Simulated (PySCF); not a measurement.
Isomers of C2H10OSSi2.

All values: PBE0/pcSseg-1 (PySCF) at GFN2-xTB geometries, gas phase, one conformer each.

(1) Rank by the lowest IAO charge on any atom, highest value first.
A. `[CH3:1][O:2][SiH2:3][S:4][CH2:5][SiH3:6]` with C1–O2–Si3–S4 -56°, O2–Si3–S4–C5 -48°, Si3–S4–C5–Si6 -93°
B. `[CH3:1][SiH2:2][CH2:3][S:4][SiH2:5][OH:6]` with C1–Si2–C3–S4 -62°, Si2–C3–S4–Si5 -177°, C3–S4–Si5–O6 180°, S4–Si5–O6–H -4°
C. `[CH3:1][Si@:2]([OH:3])([SH:4])[CH2:5][SiH3:6]` with C1–Si2–O3–H -60°, C1–Si2–S4–H 179°, C1–Si2–C5–Si6 -62°

(2) Rank by the lowest Hirshfeld charge on any atom, highest value first.
A. `[CH3:1][Si@:2]([OH:3])([SH:4])[CH2:5][SiH3:6]` with C1–Si2–O3–H -60°, C1–Si2–S4–H 179°, C1–Si2–C5–Si6 -62°
B. `[CH3:1][O:2][SiH2:3][S:4][CH2:5][SiH3:6]` with C1–O2–Si3–S4 -56°, O2–Si3–S4–C5 -48°, Si3–S4–C5–Si6 -93°
C. `[SiH3:1][CH2:2][S:3][CH2:4][O:5][SiH3:6]` with Si1–C2–S3–C4 -50°, C2–S3–C4–O5 74°, S3–C4–O5–Si6 77°

(3) Rank by HOMO energy, highest first.
A. `[CH3:1][O:2][SiH2:3][S:4][CH2:5][SiH3:6]` with C1–O2–Si3–S4 -56°, O2–Si3–S4–C5 -48°, Si3–S4–C5–Si6 -93°
B. `[SiH3:1][CH2:2][S:3][CH2:4][O:5][SiH3:6]` with Si1–C2–S3–C4 -50°, C2–S3–C4–O5 74°, S3–C4–O5–Si6 77°
C. `[SiH3:1][O:2][CH2:3][CH2:4][SiH2:5][SH:6]` with Si1–O2–C3–C4 -168°, O2–C3–C4–Si5 -42°, C3–C4–Si5–S6 -55°, C4–Si5–S6–H -169°
D. `[CH3:1][Si@:2]([OH:3])([SH:4])[CH2:5][SiH3:6]` with C1–Si2–O3–H -60°, C1–Si2–S4–H 179°, C1–Si2–C5–Si6 -62°

## Answers

(1) A (-0.639 e), B (-0.791 e), C (-0.843 e).

(2) C (-0.204 e), B (-0.223 e), A (-0.304 e).

(3) B (-6.58 eV), A (-6.84 eV), C (-7.09 eV), D (-7.22 eV).

All values together:

| SMILES | μ (D) | HOMO (eV) | LUMO (eV) | lowest IAO charge (e) | highest IAO charge (e) | lowest Hirshfeld charge (e) | highest Hirshfeld charge (e) |
| --- | --- | --- | --- | --- | --- | --- | --- |
| C[Si@](O)(S)C[SiH3] | 0.88 | -7.22 | 0.56 | -0.843 (C) | +1.191 (Si) | -0.304 (O) | +0.421 (Si) |
| CO[SiH2]SC[SiH3] | 1.62 | -6.84 | 0.18 | -0.639 (O) | +0.917 (Si) | -0.223 (O) | +0.366 (Si) |
| [SiH3]OCC[SiH2]S | 1.45 | -7.09 | 0.23 | -0.644 (O) | +0.875 (Si) | -0.203 (O) | +0.384 (Si) |
| C[SiH2]CS[SiH2]O | 1.08 | -6.89 | -0.21 | -0.791 (O) | +0.974 (Si) | -0.307 (O) | +0.376 (Si) |
| [SiH3]CSCO[SiH3] | 0.65 | -6.58 | 0.24 | -0.626 (C/O) | +0.851 (Si) | -0.204 (O) | +0.376 (Si) |

Conformers: `[CH3:1][Si@:2]([OH:3])([SH:4])[CH2:5][SiH3:6]` with C1–Si2–O3–H -60°, C1–Si2–S4–H 179°, C1–Si2–C5–Si6 -62°; `[CH3:1][O:2][SiH2:3][S:4][CH2:5][SiH3:6]` with C1–O2–Si3–S4 -56°, O2–Si3–S4–C5 -48°, Si3–S4–C5–Si6 -93°; `[SiH3:1][O:2][CH2:3][CH2:4][SiH2:5][SH:6]` with Si1–O2–C3–C4 -168°, O2–C3–C4–Si5 -42°, C3–C4–Si5–S6 -55°, C4–Si5–S6–H -169°; `[CH3:1][SiH2:2][CH2:3][S:4][SiH2:5][OH:6]` with C1–Si2–C3–S4 -62°, Si2–C3–S4–Si5 -177°, C3–S4–Si5–O6 180°, S4–Si5–O6–H -4°; `[SiH3:1][CH2:2][S:3][CH2:4][O:5][SiH3:6]` with Si1–C2–S3–C4 -50°, C2–S3–C4–O5 74°, S3–C4–O5–Si6 77°.
